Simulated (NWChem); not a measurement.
System: C$_{5}$H$_{3}$NS; SMILES C#Cc1cscn1

```xyz
10

C      0.2092    -3.2652     0.0000
C      0.0851    -2.0593     0.0000
C     -0.0389    -0.6376     0.0000
C      1.0313     0.2330     0.0000
S      0.4691     1.8471     0.0000
C     -1.1577     1.2500     0.0000
N     -1.2745    -0.0372     0.0000
H      0.3095    -4.3350     0.0000
H      2.0911    -0.0135     0.0000
H     -2.0027     1.9426     0.0000
```
Atoms are numbered in this order, from 1.

Geometry: optimised at PBE0/def2-SVP.

Task: Give the principal values of the shielding tensors (ppm) of C1, C2, C3, C4, S5 from PBE0/pcSseg-1, GIAO (NWChem), with their diamagnetic and paramagnetic parts as GIAO splits them.

Result: 
```
atom    σ11    σ22    σ33  isotropic  diamagnetic  paramagnetic
----  -----  -----  -----  ---------  -----------  ------------
C1     29.4   49.3  216.6       98.4        259.3        -160.9
C2      6.2    7.6  297.1      103.6        244.3        -140.6
C3    -29.0   50.2  106.0       42.4        257.3        -214.9
C4    -39.3   52.6  140.9       51.4        255.8        -204.4
S5     13.8  267.5  388.3      223.2       1054.1        -831.0
```
